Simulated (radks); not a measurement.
Pm46+, configuration [Ne] 3s2 3p3 (the NIST ground configuration). Method: Dirac Kohn-Sham, PBE, spin-unpolarised, spherical densities, finite nucleus; open shells fill j = l - 1/2 first; Fermi nuclear charge, rms radius 4.962 fm; computed with a radial shooting solver on a logarithmic mesh with Libxc functionals.

Unscreened Slater integrals over Kohn-Sham orbitals (cm^-1). Large and small components are both included.

integral           value
F0(3p3/2,3p3/2)   846360
F2(3p3/2,3p3/2)   423000
F0(3p3/2,3p1/2)   863750
G2(3p3/2,3p1/2)   425250
F0(3p3/2,3s1/2)   838360
G1(3p3/2,3s1/2)   540930
F0(3p3/2,2p3/2)  1118500
F2(3p3/2,2p3/2)   292320
G0(3p3/2,2p3/2)   116630
G2(3p3/2,2p3/2)   128620
F0(3p1/2,3p1/2)   882810
F0(3p1/2,3s1/2)   854910
G1(3p1/2,3s1/2)   536800
F0(3p1/2,2p3/2)  1158500
G2(3p1/2,2p3/2)   127010
F0(3s1/2,3s1/2)   832630
F0(3s1/2,2p3/2)  1088700
G1(3s1/2,2p3/2)   112150
F0(2p3/2,2p3/2)  2281300
F2(2p3/2,2p3/2)  1088100
